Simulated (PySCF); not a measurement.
## IPtN: from structure and modes to constants

All numbers come from PBE0/[Pt def2-TZVP with ECP60, N def2-TZVP, I def2-TZVP with ECP28], scalar-relativistic core potentials, density fitting, no spin–orbit coupling, PySCF.

The singlet minimum has Cs symmetry. Masses (u): Pt 194.96477, N 14.00307, I 126.90447.

```xyz
3
charge 0 multiplicity 1, angstrom
Pt   -0.8394    0.0000   -0.3171
N    -2.5121    0.0000   -0.2575
I     1.5615    0.0000    0.4050
```

Harmonic wavenumbers (cm⁻¹): 67.1 (a', ×1), 215.7 (a', ×1), 1061.7 (a', ×1).

Find the principal moments of inertia and the rotational constants. What kind of rotor is it?

About the centre of mass I = 3.2881, 572.62, 575.91 u Å². With B = 16.8576/I this gives 5.127, 0.02944, 0.02927 cm⁻¹. The molecule is an asymmetric top with κ = -1.00.

What is the harmonic zero-point energy?

Half the sum of all 3 wavenumbers, 1344/2 = 672 cm⁻¹, which is 8.0 kJ/mol (1 cm⁻¹ = 0.0119627 kJ/mol).

Find the vibrational entropy and heat capacity at 298.15 K.

With u = 1.43878 ω/T, each mode gives S = R[u/(eᵘ−1) − ln(1−e⁻ᵘ)] and C = R u² eᵘ/(eᵘ−1)².
| ω (cm⁻¹) | u | S (J/(mol K)) | C (J/(mol K)) |
| --- | --- | --- | --- |
| 67.1 | 0.324 | 17.73 | 8.24 |
| 215.7 | 1.041 | 8.35 | 7.60 |
| 1061.7 | 5.124 | 0.30 | 1.32 |
The sums over all modes are S = 26.4 and C = 17.2 J/(mol K); the softest mode gives 67 % of the entropy.

Give the standard entropy (298.15 K, 1 bar) by its translational, rotational, vibrational and spin parts, and Cp.

Sackur–Tetrode with M = 335.87 u gives 181.4; rotation with symmetry number 1 gives 106.3; vibration 26.4; spin R ln 1 = 0.0. The total is 314.1 J/(mol K), and Cp = 4 R + 17.2 = 50.4 J/(mol K).

Stability towards spin polarisation was not tested. This need not be the most stable arrangement of these atoms. No spin–orbit coupling is included, which matters more the heavier the element.
